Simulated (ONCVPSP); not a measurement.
## Which change was made? (Sc, ONCV)

```
Element                 : Sc (Z = 21)
Generator               : ONCVPSP 4.0.1
Type                    : optimised norm-conserving Vanderbilt (ONCV)
Functional              : PBE
Relativity              : scalar-relativistic
Frozen core             : [Ne]
Valence charge          : 11
Reference configuration : 3s2 3p6 3d1 4s1.5 (charge +0.5)
Partial waves           : 3s+4s: rc 1.45 bohr, ncon 4, nbas 7, qcut 6.5 1/bohr, 3 projectors, debl 1.4 Ha; 3p: rc 1.65 bohr, ncon 4, nbas 7, qcut 10.6 1/bohr, 2 projectors, debl 3.9 Ha; 3d: rc 1.70 bohr, ncon 3, nbas 8, qcut 7.6 1/bohr, 3 projectors, debl 2.6 Ha
Local potential         : polynomial inside 1.20 bohr (lpopt 4, dvloc0 -1 Ha)
Core correction         : Teter function, fcfact 2.25, rcfact 1.25
```

Cutoffs, loose and tight: the cutoffs (Ha) at which the residual kinetic energy of the hardest occupied pseudo-wave falls to 1 and 0.1 mHa per electron. They do not see the model core or the augmentation charge, which bear on the density cutoff. Test errors are all-electron minus pseudo excitation energies from the reference, over the configurations 3s2 3p6 3d1 4s2; 3s2 3p6 3d1 4s1; 3s2 3p6 3d1 4s0; 3s2 3p6 3d1 4s0 4p2; variants that change the core or the reference have their own tests.

The base gives: outcome: generated; cutoff, loose: 24 Ha; cutoff, tight: 48 Ha; bound ghosts: none; GHOST(+) flags above zero: s; largest test error (meV): -1.5.

(1) After one change the result is: outcome: generated; cutoff, loose: 29 Ha; cutoff, tight: 34 Ha; bound ghosts: p; GHOST(+) flags above zero: s; largest test error (meV): +179 over the solved tests; 2 of 4 tests not solved or not reliable. Which change was it?
A. core [Ar], valence charge 3; reference 3d1.5 4s1.5; waves now 4s: rc 2.55 bohr, ncon 4, nbas 8, qcut 2.7 1/bohr, 2 projectors, debl 4 Ha; p scattering state at 0.25 Ha: rc 2.35 bohr, ncon 4, nbas 7, qcut 3.7 1/bohr, 2 projectors, debl 0.4 Ha; 3d: rc 1.75 bohr, ncon 4, nbas 9, qcut 9.3 1/bohr, 1 projector; local potential polynomial inside 1.55 bohr (lpopt 3, dvloc0 2 Ha)
B. p: nproj 1
C. s: qcut 4.8; p: qcut 7.8; d: qcut 5.6

Answers

(1) A. The others give: p: nproj 1 → outcome: generated; cutoff, loose: 24 Ha; cutoff, tight: 48 Ha; bound ghosts: none; GHOST(+) flags above zero: s; largest test error (meV): +20 | s: qcut 4.8; p: qcut 7.8; d: qcut 5.6 → outcome: generated; cutoff, loose: 78 Ha; cutoff, tight: 135 Ha; bound ghosts: s; GHOST(+) flags above zero: none; largest test error (meV): -2.4.
